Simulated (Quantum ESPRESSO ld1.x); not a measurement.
Values are calculated unless marked as measured or tabulated.
Task: Coherent X-ray form factor from a spherical all-electron density. Level of theory: scalar-relativistic Kohn-Sham, BLYP, spin-unpolarised, spherical densities, point nucleus (ld1.x of Quantum ESPRESSO 7.5).

| sin(theta)/lambda (1/angstrom) | f0 (electrons) |
|---|---|
| 0.05 | 77.124 |
| 0.1 | 74.706 |
| 0.15 | 71.255 |
| 0.2 | 67.314 |
| 0.25 | 63.292 |
| 0.3 | 59.432 |
| 0.4 | 52.568 |
| 0.5 | 46.885 |
| 0.6 | 42.147 |
| 0.8 | 34.524 |
| 1 | 28.493 |
| 1.25 | 22.778 |
| 1.5 | 18.910 |
| 2 | 14.704 |

The species is in the configuration that NIST lists as its ground one. Which atom or ion scatters so?

Result: The gold ion Au+, [Xe] 4f14 5d10. Extrapolating in s^2 from the first two rows gives f0(0) = 77.9, near the electron count 78; among species with that count, the fall with angle is slower the higher Z, and the table is that of Z = 79; from so few rows the species is fixed only to a neighbour or two.
